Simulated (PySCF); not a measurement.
## Core-level binding energies of `[F][Ga]([F])[F]`

GaF3.
Cartesian coordinates in Å at the PBE0-D3(BJ)/def2-SVP level; atoms count from 1:
```xyz
4
GaF3 angstrom
Ga    -0.0008   -0.0005   -0.0009
F      1.7258   -0.0201    0.0104
F     -0.8437    1.5067   -0.0142
F     -0.8813   -1.4860    0.0047
```

Method: PySCF 2.14.0, delta-SCF UKS SCAN, pcX-2 on the ionised atom, pcseg-1 elsewhere, spin-free X2C. These are vertical core ionisation energies against the vacuum level, from separate self-consistent calculations with and without the core hole.

Task: What binding energy does each computed site have?

Result: 
```json
{"atom(s)": "F2/F3/F4", "bonded to": "Ga", "level": "F 1s", "binding energy (eV)": "692.70", "count": "3"}
```

Task: Which photon energy gives electrons from F 1s of F2 (atom 2)/F3/F4 a kinetic energy of 100 eV, and what is their de Broglie wavelength?

Result: hν = 692.70 + 100 = 792.70 eV, recoil neglected; λ = 12.264 Å/√(E/eV) = 1.23 Å.

Task: What is the longest wavelength that can ionise F 1s of F2/F3/F4 vertically?

Result: λ = hc/E = 12398.42 eV Å / 692.70 eV = 17.899 Å.

The first atom of each set that the bonding makes equivalent was ionised and stands for the set. No level of gallium is listed. Geometry: PBE0-D3(BJ)/def2-SVP; no solvent, vibrations or thermal averaging.

On an x86-64 server with one thread, no GPU, shared host, this took 1.4 s wall.
